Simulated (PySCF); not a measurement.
A structure optimised at PBE-D3(BJ)/def2-SVP, used in a PySCF frequency run:

```xyz
6

B      0.3941     0.0510     0.0000
C     -0.1172    -1.3826     0.0000
C     -0.5441    -2.5344     0.0000
H     -0.9196    -3.5499     0.0000
Cl    -0.7272     1.4095     0.0000
F      1.6977     0.3151     0.0000
```
Charge 0, spin multiplicity 1.

**Question.** Write its SMILES, formula and point group.

**Answer.** C#CB(F)Cl, C₂HBClF, Cs

**Question.** What are its rotational constants (standard atomic weights)?

**Answer.** 6.3538, 2.7326, 1.9108 GHz
